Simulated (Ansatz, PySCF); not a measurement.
Potential energy surface of Cl2Si, singlet: symmetric bend, bond length relaxed. Scanned: Cl-Si-Cl angle. Other coordinates (Si-Cl bond length) were minimised at PBE0/def2-TZVP.

- PBE/def2-TZVP, density fitting (PySCF)
- r2SCAN/def2-TZVP, density fitting (PySCF)
- CCSD(T)/aug-cc-pVQZ = CCSD(T) on RHF/aug-cc-pVQZ, frozen core in Ansatz (a first-principles code)

Energies relative to the lowest point of each profile, in kJ/mol; the last columns give the difference from CCSD(T):

```csv
a / °,PBE,r2SCAN,CCSD(T)/aug-cc-pVQZ,PBE − CCSD(T)/aug-cc-pVQZ,r2SCAN − CCSD(T)/aug-cc-pVQZ
180,153.2,179.9,182.7,-29.5,-2.8
167,142.6,167.2,171.0,-28.3,-3.7
157,122.3,142.9,147.3,-25.0,-4.3
147,95.2,111.0,114.8,-19.5,-3.8
137,65.5,76.2,78.8,-13.3,-2.7
127,37.2,43.3,45.0,-7.8,-1.6
117,14.0,16.8,17.8,-3.7,-1.0
107,0.0,0.6,1.1,-1.1,-0.5
97,0.1,0.0,0.0,0.1,0.0
87,21.7,23.0,22.3,-0.5,0.8
80,56.4,60.5,59.0,-2.6,1.5
```

PBE is furthest from CCSD(T)/aug-cc-pVQZ at 180 (-29.5 kJ/mol, below); its mean absolute difference over the points is 12.0 kJ/mol.

r2SCAN is furthest from CCSD(T)/aug-cc-pVQZ at 157 (-4.3 kJ/mol, below); its mean absolute difference over the points is 2.1 kJ/mol.
